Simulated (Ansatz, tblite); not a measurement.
Two members of one family (Series NiX2(PH3)2), computed with Ansatz in the gas phase. Binding counts from free atoms in the multiplicity of their measured ground term, without zero-point energy. Singlets are spin-restricted. Names give formal oxidation states. The structures are stationary points that may keep the symmetry of their start.

First: NiH2(PH3)2 (singlet, charge 0, PBE-D4/def2-SVP geometry).

| atom | x (Å) | y (Å) | z (Å) |
| --- | --- | --- | --- |
| Ni1 | -0.352 | -0.634 | -0.254 |
| H2 | -1.333 | -1.568 | -0.994 |
| H3 | -0.707 | -2.119 | -0.486 |
| P4 | 1.302 | -0.703 | 1.039 |
| H5 | 1.980 | 0.467 | 1.551 |
| H6 | 2.522 | -1.373 | 0.660 |
| H7 | 1.224 | -1.350 | 2.326 |
| P8 | -0.974 | 1.296 | -0.799 |
| H9 | -2.311 | 1.762 | -0.520 |
| H10 | -1.007 | 1.710 | -2.181 |
| H11 | -0.343 | 2.512 | -0.342 |

| level | HOMO (eV) | LUMO (eV) | gap (eV) | binding per atom (eV) |
| --- | --- | --- | --- | --- |
| PBE-D4/def2-TZVP | -4.35 | -1.48 | 2.87 | 2.70 |
| BLYP-D4/def2-TZVP | -4.26 | -1.37 | 2.89 | 2.69 |
| r2SCANh-D4/def2-TZVP | -5.00 | -0.99 | 4.01 | 2.63 |
| PBE0-D4/def2-SVP | -5.24 | -0.06 | 5.18 | 2.53 |
| ωB97X-V/def2-TZVP | -8.28 | 1.42 | 9.70 | 2.65 |

Metal–donor distances: 2 × H 1.54 Å, 2 × P 2.10 Å. The relaxed triplet lies at 1.47 eV (r2SCANh-D4/def2-TZVP) to 1.87 eV (PBE-D4/def2-TZVP) from the singlet.

Second: trans-NiH2(PH3)2 (singlet, charge 0, PBE-D4/def2-SVP geometry).

```xyz
11

Ni   -0.062   -0.153   -0.038
H    -0.615   -1.512   -0.391
P    -1.929    0.786   -0.118
H    -2.082    1.905   -1.004
H    -2.392    1.454    1.065
H    -3.176    0.149   -0.443
H     0.496    1.221    0.320
P     1.910   -0.832    0.105
H     2.609   -0.616    1.341
H     2.891   -0.216   -0.742
H     2.349   -2.186   -0.095
```

Q: What does the change do? Estimate second minus first.

A: 
| level | Δ HOMO (eV) | Δ LUMO (eV) | Δ gap (eV) | Δ binding per atom (eV) |
| --- | --- | --- | --- | --- |
| PBE-D4/def2-TZVP | -0.25 | -0.17 | 0.08 | -0.04 |
| BLYP-D4/def2-TZVP | -0.25 | -0.22 | 0.03 | -0.04 |
| r2SCANh-D4/def2-TZVP | -0.39 | 0.00 | 0.39 | -0.03 |
| PBE0-D4/def2-SVP | -0.64 | -0.14 | 0.50 | -0.01 |
| ωB97X-V/def2-TZVP | -0.61 | 0.00 | 0.61 | -0.02 |

Metal–donor distances: 2 × H 1.51 to 1.53 Å, 2 × P 2.09 Å. The relaxed triplet lies at 1.01 eV (r2SCAN0-D4/def2-TZVP) to 1.61 eV (LDA (SPW92)/def2-TZVP) from the singlet.
